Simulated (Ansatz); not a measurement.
Reaction (ligand exchange at the Si–O bond): `[AlH2][SiH2]O[SiH3]` + `[OH][SnH2][Cl]` → `[SiH3][O][SnH2][Cl]` + `O[SiH2][AlH2]`

Calculated with Ansatz (gas phase, PBE0-D4/def2-TZVP geometries, no zero-point term in ΔE). CBS: MP2 limit from def2 TZ/QZ plus the TZ coupled-cluster correction, frozen cores. DFT in def2-TZVPP. B3LYP here is the variant with VWN-RPA as its local correlation; programs differ in this. def2 core potentials past Kr. For Sn outer-core shells are correlated without core-valence functions, which leaves a few kJ/mol of doubt a bond. One conformer a species, not always the lowest.

```json
{"level": "B3LYP-D4", "ΔE (kcal/mol)": "0.6", "difference from CCSD(T)/CBS": "0.8"}
{"level": "ωB97M-V", "ΔE (kcal/mol)": "0.1", "difference from CCSD(T)/CBS": "0.3"}
{"level": "B2PLYP", "ΔE (kcal/mol)": "0.5", "difference from CCSD(T)/CBS": "0.7"}
{"level": "r2SCAN", "ΔE (kcal/mol)": "0.4", "difference from CCSD(T)/CBS": "0.6"}
{"level": "B3LYP", "ΔE (kcal/mol)": "1.0", "difference from CCSD(T)/CBS": "1.2"}
{"level": "SCS-MP2/def2-TZVPP", "ΔE (kcal/mol)": "0.0", "difference from CCSD(T)/CBS": "0.2"}
{"level": "CCSD/def2-TZVPP", "ΔE (kcal/mol)": "0.0", "difference from CCSD(T)/CBS": "0.2"}
{"level": "SCS-MP2/def2-QZVPP", "ΔE (kcal/mol)": "-0.1", "difference from CCSD(T)/CBS": "0.1"}
{"level": "HF/CBS(def2)", "ΔE (kcal/mol)": "0.3", "difference from CCSD(T)/CBS": "0.5"}
{"level": "MP2/CBS(def2)", "ΔE (kcal/mol)": "-0.3", "difference from CCSD(T)/CBS": "-0.1"}
{"level": "CCSD(T)/CBS", "ΔE (kcal/mol)": "-0.2", "difference from CCSD(T)/CBS": "0"}
```

Largest T1 diagnostic among the species: 0.013.
